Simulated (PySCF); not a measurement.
## Bi(2+): excitation energy

Bi(2+) [Xe] 4f14 5d10 6s2 6p1 (2P) → Bi(2+) [Xe] 4f14 5d10 6s1 6p1 7s1 (4P), as a difference of total energies. Computed with PySCF 2.14 in aug-cc-pVTZ-PP with one added diffuse shell each of d, f type with ECP60MDF (6s5p5d3f, 67 functions), with scalar relativity through the core potential. Correlated levels: valence: 5s2 5p6 5d10 frozen. The calculations carry no spin-orbit coupling.

```tsv
method	excitation energy (eV)
UHF	18.890
LDA	21.083
PBE	20.619
PBE0	20.414
r2SCAN	20.574
B97-3	20.719
MN15	21.168
wB97M-V	20.338
PW91	20.684
MP2 (valence)	19.436
SCS-MP2 (valence)	19.680
```

**Question.** How much does correlation contribute at MP2 (valence)?

**Answer.** 19.436 − (18.890) = 0.546 eV, measured against UHF.

The promoted electron is Rydberg-like, and one or two diffuse shells describe it only roughly, which tends to raise the upper state.
